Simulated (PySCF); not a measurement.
Al(Cl)(OH)(OSiH3) (AlClH₄O₂Si), SMILES [OH][Al]([Cl])[O][SiH3].

The structure is a stationary point at PBE0-D3(BJ)/def2-SVP. The structure was generated by enumeration; whether it is a known compound was not checked. The values are those of a single conformer.

Calculation: PySCF 2.14.0 with TDDFT-PBE/def2-SVPD.

Vertical excitations. Isolated molecule, no solvent. State labels are in the subgroup Cs.

```
state  symmetry  energy (eV)  λ (nm)      f           main pairs
-----  --------  -----------  ------  -----  -------------------
S1           A'         5.57     223  0.006      HOMO→LUMO 100 %
S2           A"         5.67     219  0.000    HOMO−1→LUMO 100 %
S3           A"         6.06     204  0.000    HOMO−2→LUMO 100 %
S4           A'         6.18     201  0.011    HOMO−3→LUMO 100 %
S5           A"         6.59     188  0.051     HOMO−4→LUMO 98 %
S6           A'         6.67     186  0.041     HOMO−5→LUMO 93 %
S7           A"         6.72     184  0.001     HOMO→LUMO+1 99 %
S8           A'         7.02     177  0.095   HOMO−1→LUMO+1 90 %
S9           A'         7.25     171  0.001     HOMO→LUMO+2 98 %
S10          A"         7.35     169  0.000  HOMO−3→LUMO+1 100 %
T1           A'         5.41     229      0      HOMO→LUMO 100 %
T2           A"         5.52     225      0    HOMO−1→LUMO 100 %
T3           A"         5.86     212      0     HOMO−2→LUMO 99 %
T4           A'         6.02     206      0    HOMO−3→LUMO 100 %
```
Triplets are in the Tamm–Dancoff approximation, which puts them higher than full response would, so one can lie above its singlet here.
